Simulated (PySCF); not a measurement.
**Electron correlation in Pd (palladium, neutral)**

[Kr] 4d9 5p1, one real determinant (an excited configuration). Computed with PySCF 2.14 in ANO-RCC-VTZP, with scalar relativity by spin-free X2C-1e. Frozen: [Ar] 3d10; 18 electrons correlated.

```json
{"level": "CCSD", "correlation energy (mhartree)": "-579.79"}
{"level": "(T)", "correlation energy (mhartree)": "-18.95"}
{"level": "CCSD(T)", "correlation energy (mhartree)": "-598.74"}
```

Diagnostics: T1 = 0.0095, D1 = 0.0249, largest double amplitude 0.047.

The real determinant used has ⟨L²⟩ near 8 against 12 for a pure F term, so it mixes terms.

Cost of the coupled-cluster step: about 30 core-seconds, for 18 correlated electrons.

Iterations:

```
CC2 = 0
CCSD nocc = (np.int64(10), np.int64(8)), nmo = (54, 54)
frozen orbitals [[0, 1, 2, 3, 4, 5, 6, 7, 8, 9, 10, 11, 12, 13], [0, 1, 2, 3, 4, 5, 6, 7, 8, 9, 10, 11, 12, 13]]
max_cycle = 100
direct = 0
conv_tol = 1e-08
conv_tol_normt = 1e-06
diis_space = 8
diis_start_cycle = 0
Init t2, MP2 energy = -0.602899527786198
Init E_corr(UCCSD) = -0.602899527787245
cycle = 1  E_corr(UCCSD) = -0.564532549211907  dE = 0.0383669786  norm(t1,t2) = 0.0814724
cycle = 2  E_corr(UCCSD) = -0.580360304814194  dE = -0.0158277556  norm(t1,t2) = 0.029316
cycle = 3  E_corr(UCCSD) = -0.578798924389702  dE = 0.00156138042  norm(t1,t2) = 0.0160478
cycle = 4  E_corr(UCCSD) = -0.579496708962581  dE = -0.000697784573  norm(t1,t2) = 0.00732467
cycle = 5  E_corr(UCCSD) = -0.579904494427624  dE = -0.000407785465  norm(t1,t2) = 0.00291101
cycle = 6  E_corr(UCCSD) = -0.579722027429944  dE = 0.000182466998  norm(t1,t2) = 0.00184397
cycle = 7  E_corr(UCCSD) = -0.57973478803723  dE = -1.27606073e-05  norm(t1,t2) = 0.00112302
cycle = 8  E_corr(UCCSD) = -0.579730349881451  dE = 4.43815578e-06  norm(t1,t2) = 0.00179966
cycle = 9  E_corr(UCCSD) = -0.579817114856435  dE = -8.6764975e-05  norm(t1,t2) = 0.00139812
cycle = 10  E_corr(UCCSD) = -0.579797486344651  dE = 1.96285118e-05  norm(t1,t2) = 0.000244634
cycle = 11  E_corr(UCCSD) = -0.579787316304271  dE = 1.01700404e-05  norm(t1,t2) = 0.000126724
cycle = 12  E_corr(UCCSD) = -0.579791160223106  dE = -3.84391883e-06  norm(t1,t2) = 5.08637e-05
cycle = 13  E_corr(UCCSD) = -0.579792141532912  dE = -9.81309806e-07  norm(t1,t2) = 2.15806e-05
cycle = 14  E_corr(UCCSD) = -0.579792716654849  dE = -5.75121937e-07  norm(t1,t2) = 6.81802e-06
cycle = 15  E_corr(UCCSD) = -0.579792414872891  dE = 3.01781958e-07  norm(t1,t2) = 3.05127e-06
cycle = 16  E_corr(UCCSD) = -0.579792372857828  dE = 4.20150627e-08  norm(t1,t2) = 1.78647e-06
cycle = 17  E_corr(UCCSD) = -0.579792396764976  dE = -2.3907148e-08  norm(t1,t2) = 1.15853e-06
cycle = 18  E_corr(UCCSD) = -0.57979239887548  dE = -2.11050377e-09  norm(t1,t2) = 2.5698e-06
cycle = 19  E_corr(UCCSD) = -0.579792403259133  dE = -4.38365289e-09  norm(t1,t2) = 9.00101e-07
UCCSD converged
E(UCCSD) = -5043.010911639878  E_corr = -0.5797924032591327
UCCSD(T) correction = -0.0189487278051819
```

The basis was made for the ground configuration and has no added diffuse functions, which can raise the energy of the promoted electron.

The reference is one real determinant that mixes LS terms of this configuration.
